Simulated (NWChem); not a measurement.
**Atomisation of diantimony (Sb2)**

```
Sb
Sb 1 2.5029
```
Charge 0, spin multiplicity 1.

The numbers come from NWChem runs, not from measurements. The geometry was optimised at B3LYP/def2-SVP with def2 effective core potentials on Sb, a minimum by its harmonic frequencies.

Basis set: def2-TZVP. The atomisation energy is electronic alone: no zero-point, thermal, spin-orbit or counterpoise terms. No value is extrapolated to the basis-set limit. Free atoms are single determinants with multiplicities Sb 4. Correlated methods freeze the same cores in atoms and molecule, 8 orbitals in all.

```json
[
 {"method": "HF", "atomisation energy (kcal/mol)": "-8.7", "relative cost": "1"},
 {"method": "LDA (SVWN5)", "atomisation energy (kcal/mol)": "96.2", "relative cost": "under 3"},
 {"method": "BHandHLYP", "atomisation energy (kcal/mol)": "55.3", "relative cost": "under 3"},
 {"method": "PBE", "atomisation energy (kcal/mol)": "74.1", "relative cost": "under 3"},
 {"method": "PBE0", "atomisation energy (kcal/mol)": "62.2", "relative cost": "under 3"},
 {"method": "B3LYP", "atomisation energy (kcal/mol)": "69.3", "relative cost": "under 3"},
 {"method": "TPSS", "atomisation energy (kcal/mol)": "71.0", "relative cost": "under 3"},
 {"method": "MP2", "atomisation energy (kcal/mol)": "63.6", "relative cost": "3"},
 {"method": "CAM-B3LYP", "atomisation energy (kcal/mol)": "60.7", "relative cost": "20"},
 {"method": "CCSD(T)", "atomisation energy (kcal/mol)": "60.8", "relative cost": "60"}
]
```

The values span 104.9 kcal/mol, from HF (lowest) to LDA (SVWN5) (highest). Costs are rough ratios of processor time within this set of runs, SCF included, with HF as 1. Costs are the molecule's.

Effective core potentials replace the inner electrons of Sb; spin-orbit coupling is left out. B3LYP has NWChem's definition, with VWN1-RPA local correlation. GW and range-separated runs recompute their integrals, the others keep them in memory, which bears on the times. The stability of the SCF solutions was not checked. Open-shell Hartree-Fock references start from PBE0 orbitals; any time given for them includes that run. Coupled-cluster values serve here as a point of comparison, not as the truth.
